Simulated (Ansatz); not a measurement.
`O[SiH](O)[SiH3]` + `C[O][SnH]([OH])[Cl]` → `C[O][SnH]([Cl])[O][SiH3]` + `O[SiH2]O`  (cleavage of the Si–Si bond)

Gas-phase electronic energies from Ansatz, PBE0-D4/def2-TZVP geometries. CCSD(T)/CBS is the MP2 limit (def2-TZVPP, def2-QZVPP) plus CCSD(T) − MP2 in def2-TZVPP, frozen cores. This one scheme is used for every species. DFT in def2-TZVPP. B3LYP here is the variant with VWN-RPA as its local correlation; programs differ in this. def2 core potentials past Kr. For Sn outer-core shells are correlated without core-valence functions, which leaves a few kJ/mol of doubt a bond. One conformer a species, not always the lowest.

```json
{"level": "PBE0-D4", "ΔE (kJ/mol)": "-96.3", "difference from CCSD(T)/CBS": "21.7"}
{"level": "ωB97X-V", "ΔE (kJ/mol)": "-111.8", "difference from CCSD(T)/CBS": "6.2"}
{"level": "ωB97M-V", "ΔE (kJ/mol)": "-116.9", "difference from CCSD(T)/CBS": "1.1"}
{"level": "PBE", "ΔE (kJ/mol)": "-82.8", "difference from CCSD(T)/CBS": "35.2"}
{"level": "r2SCAN", "ΔE (kJ/mol)": "-105.6", "difference from CCSD(T)/CBS": "12.4"}
{"level": "B3LYP", "ΔE (kJ/mol)": "-109.2", "difference from CCSD(T)/CBS": "8.8"}
{"level": "HF/def2-TZVPP", "ΔE (kJ/mol)": "-140.7", "difference from CCSD(T)/CBS": "-22.7"}
{"level": "CCSD(T)/def2-TZVPP", "ΔE (kJ/mol)": "-117.9", "difference from CCSD(T)/CBS": "0.1"}
{"level": "MP2/def2-QZVPP", "ΔE (kJ/mol)": "-127.3", "difference from CCSD(T)/CBS": "-9.3"}
{"level": "HF/CBS(def2)", "ΔE (kJ/mol)": "-143.8", "difference from CCSD(T)/CBS": "-25.8"}
{"level": "CCSD(T)/CBS", "ΔE (kJ/mol)": "-118.0", "difference from CCSD(T)/CBS": "0"}
```

Largest T1 diagnostic among the species: 0.013.

From PBE to PBE0 (25 % exact exchange), in def2-TZVPP and without D4, ΔE moves by −11.0 kJ/mol. In def2-TZVPP, CCSD(T) changes the Hartree–Fock value by +22.8 kJ/mol (the triples alone add +2.9 kJ/mol) and MP2 by +14.4 kJ/mol.
